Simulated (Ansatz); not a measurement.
**A ladder of methods for CH3ClF2Si (SMILES C[Si](F)(F)Cl)**

The species is CH3ClF2Si (8 atoms), meant as a singlet with charge 0. As SMILES, `C[Si](F)(F)Cl`. The shape was relaxed beforehand at B3LYP/def2-SVP.

Quantity: the adiabatic ionisation energy (to the doublet cation, shapes relaxed at B3LYP/def2-SVP, no zero-point term), in eV. The values are calculated.

```tsv
level	kind	program	value (eV)	CPU time (all runs)
HF/def2-SVP	Hartree–Fock	Ansatz	10.83	2.2 s
PBE/def2-SVP	GGA	Ansatz	11.04	6.4 s
r2SCAN/def2-SVP	meta-GGA	Ansatz	11.22	13 s
B3LYP/def2-SVP	global hybrid	Ansatz	11.31	7 s
wB97M-V/def2-SVP	range-separated hybrid	Ansatz	11.49	35 s
MP2/def2-SVP	perturbation theory	Ansatz	11.37	3.3 s
```

The values span 10.83 to 11.49 eV. CPU times are rough (shared hosts, several kinds of processor): they show what a rung costs within a factor of a few.
